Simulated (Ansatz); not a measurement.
Molecule: dibromo(fluoro)borane, sum formula BBr2F (charge 0, singlet). SMILES: BrB(F)Br
Geometry: optimised at B3LYP-D3(BJ)/def2-TZVP (Ansatz, a program for electronic structure).

Parts of the frozen-core correlation energy in STO-3G (Ansatz, hartree). Frozen orbitals: 30; correlated occupied orbitals by spin: 12 and 12; virtual: 4 and 4. No spin-orbit coupling. Non-relativistic.

```tsv
term	value
reference (HF)	-5211.88985
MP2 opposite-spin	-0.06080
MP2 same-spin	-0.01840
CCSD correlation	-0.09039
(T)	-0.00607
FCI minus CCSD(T)	-0.00046
T1 diagnostic	0.014
largest doubles amplitude	0.062
```
